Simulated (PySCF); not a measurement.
YF2, SMILES [F][Y][F] (connectivity only; charge and spin as stated), neutral, multiplicity 2.

Geometry optimised at PBE0-D3(BJ)/def2-TZVP. The multiplicity is an assumed one; other spin states were not compared. The isomer is the one that the SMILES or the coordinates give; other isomers of the formula were not compared. The def2 effective core potentials stand for the cores of Y; spin–orbit coupling is left out.

Two levels are set side by side: PBE/def2-TZVPD (PySCF) and ωB97X/def2-TZVPD (PySCF). Same geometry, gas phase. Differences are taken from unrounded values.

```json
[
 {"quantity": "α-spin orbital gap (eV)", "PBE": "1.37"},
 {"quantity": "β-spin orbital gap (eV)", "PBE": "5.87"},
 {"quantity": "dipole moment (D)", "PBE": "2.82"},
 {"quantity": "mean polarisability (bohr³)", "PBE": "103.1"}
]
```

Task: These are the PBE values. What does ωB97X give? (The exact figures need the calculation; the answer reports its results.)

Result: 
```
quantity                     ωB97X  PBE minus ωB97X
---------------------------  -----  ---------------
α-spin orbital gap (eV)       6.40            -5.03
β-spin orbital gap (eV)      13.63            -7.76
dipole moment (D)             2.49             0.33
mean polarisability (bohr³)  112.6             -9.5
```

Rough cost on one machine, each run with all the roots and properties that it gave: ωB97X against PBE within a factor of 2.
